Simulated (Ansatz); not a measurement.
Consider the redistribution: `OB[Si](F)([SiH3])Cl` + `CCBO` → `CCBBO` + `O[Si](F)([SiH3])Cl`.

Program: Ansatz. Geometries: PBE0-D4/def2-TZVP. ΔE: electronic, gas phase. CCSD(T)/CBS adds triple-zeta CCSD(T) − MP2 to the extrapolated MP2 energy (def2 sets, frozen cores). Functionals use def2-TZVPP. Each species was taken in one conformer, which may not be the lowest.

CCSD(T)/CBS gives +32.0 kJ/mol.

Question: Another level gave +42.5 kJ/mol. Which?
A. PBE0/def2-TZVPP
B. ωB97X-V/def2-TZVPP
C. HF/def2-TZVPP
D. PBE/def2-TZVPP

Answer: D. PBE 42.5, ωB97X-V 32.2, PBE0 37.5, HF/def2-TZVPP 24.7 kJ/mol.

Largest T1 diagnostic among the species: 0.013.

In def2-TZVPP, CCSD(T) changes the Hartree–Fock value by +10.0 kJ/mol (the triples alone add +2.6 kJ/mol) and MP2 by +7.6 kJ/mol. From PBE to PBE0 (25 % exact exchange), in def2-TZVPP and without D4, ΔE moves by −5.1 kJ/mol.
